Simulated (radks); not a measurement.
Q: Valence configurations of Ag (all share [Kr]). Method: Dirac Kohn-Sham, PBEsol, spin-unpolarised, spherical densities, finite nucleus; open shells are shared between the two j in proportion to 2j + 1; Fermi nuclear charge, rms radius 4.5454 fm; computed with a radial shooting solver on a logarithmic mesh with Libxc functionals. Order these by energy: 4d8.5 5s1.5 5p1; 4d10 5p1; 4d10 5s1; 4d9 5p2; 4d9.5 5s1.5; 4d9 5s1 5p1; 4d9 5s2; 4d9.5 5s1 5p0.5; 4d9.5 5s0.5 5p1.

A: From the lowest, in eV above it: 4d10 5s1 0.000; 4d9.5 5s1.5 1.766; 4d9.5 5s1 5p0.5 3.845; 4d10 5p1 3.926; 4d9 5s2 4.052; 4d9.5 5s0.5 5p1 6.008; 4d9 5s1 5p1 8.603; 4d8.5 5s1.5 5p1 11.746; 4d9 5p2 13.432. NIST lists [Kr] 4d10 5s1 as the ground configuration; this level of theory agrees among the configurations tried. The energies are those of spherical spin-averaged densities, not of single terms.
